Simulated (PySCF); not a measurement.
**Removal energies of Br⁷⁺ from EOM-IP-GCCSD**

Reference: closed-shell Br⁷⁺, [Ar] 3d10; one electron is removed. Calculated with PySCF 2.14, two-component X2C-1e with screened spin-orbit coupling, x2c-TZVPPall-2c with one added diffuse shell each of s, p, d type (7s8p5d1f, 63 functions); frozen 1s2; all 98 virtual spinors kept. No Breit or QED terms. Binding energies in eV.

| level | Koopmans | second order | EOM-CCSD |
| --- | --- | --- | --- |
| 3d3/2 | 195.71 | 191.00 | 192.54 |
| 3d5/2 | 194.56 | 189.93 | 191.44 |

For comparison, the ionisation energy of Br⁷⁺ is 192.61 ± 0.06 eV (measured; NIST Atomic Spectra Database, ionization energies).

Only part of the computed levels is shown.

Gaps of this size point to the basis (7s8p5d1f), which has few functions of high l to correlate and polarise the inner shells.

Where second order misses EOM-CCSD by more than 1 eV, it overshoots the relaxation and correlation of that hole or particle, which higher orders damp.
